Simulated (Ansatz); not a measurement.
Coupled-cluster run, `[CH3][SnH3]`.

```yaml
crystal:
  periodic: [false, false, false]
  atoms:
    - {symbol: C, position_ang: [1.094459, 0.367391, -0.110629]}
    - {symbol: Sn, position_ang: [-0.919357, -0.329068, 0.082127]}
    - {symbol: H, position_ang: [1.300518, 0.627717, -1.148804]}
    - {symbol: H, position_ang: [1.789320, -0.411191, 0.204039]}
    - {symbol: H, position_ang: [1.244608, 1.249150, 0.512261]}
    - {symbol: H, position_ang: [-2.012033, 0.886774, -0.417452]}
    - {symbol: H, position_ang: [-1.156729, -1.716411, -0.887787]}
    - {symbol: H, position_ang: [-1.248687, -0.731462, 1.710444]}
basis:
  gaussian: {orbitals: def2-TZVPP}
correlation: {method: ccsd_t}
output: {orbitals: {seedname: orbitals}}
```

```sh
$ ansatz run in.yaml --threads 2 --pin off --events-out ev --progress --plain
```

Log, shortened:

```
Functional definition: HF
1098 factors; integrals over basis functions are off by at most 1.1e-3 eV
mean field evaluation 1: about -6928.8320 eV, gradient 2.6e1 eV
mean field evaluation 2: about -6928.9113 eV, gradient 2.6e1 eV
mean field evaluation 4: about -6930.7284 eV, gradient 2.4e0 eV
mean field evaluation 8: about -6930.7527 eV, gradient 1.2e-1 eV
mean field -6930.75272386 eV, -254.7004647690 hartree, gradient 1.9e-6 eV, S^2 0.000000; 0 other end points of the search recorded, 0 dependent functions left out
5 core orbitals not correlated: weight in the atoms' cores, before any rotation towards them, 1.000 or more for the frozen orbitals, at most 0.000 for the correlated occupied ones
reference -6930.75272386 eV, -254.7004647690 hartree; 12, 12 occupied and 148, 148 virtual orbitals, 1098 factors
second order -14.37894467 eV of doubles, -0.00000000 eV of singles
cycle   1  -14.62774627 eV  change   -2.5e-1 eV  update   8.4e-2
cycle   2  -15.03707015 eV  change   -4.1e-1 eV  update   2.5e-2
cycle   3  -15.08150109 eV  change   -4.4e-2 eV  update   1.0e-2
cycle   4  -15.07553927 eV  change    6.0e-3 eV  update   2.5e-3
cycle   5  -15.07533734 eV  change    2.0e-4 eV  update   7.7e-4
cycle   6  -15.07524469 eV  change    9.3e-5 eV  update   2.2e-4
cycle   7  -15.07517397 eV  change    7.1e-5 eV  update   6.4e-5
cycle   8  -15.07518605 eV  change   -1.2e-5 eV  update   2.0e-5
perturbative correction -0.44359357 eV, -0.0163017628 hartree
Total energy: -6946.27150348 eV, -255.2707694010 hartree
```

Run time 12 s (2 threads of a server CPU on a shared host); peak host memory 1.5 GiB.

The correlation energy is -15.519 eV, 2.9 % of it from (T); the T1 diagnostic reads 0.0119.
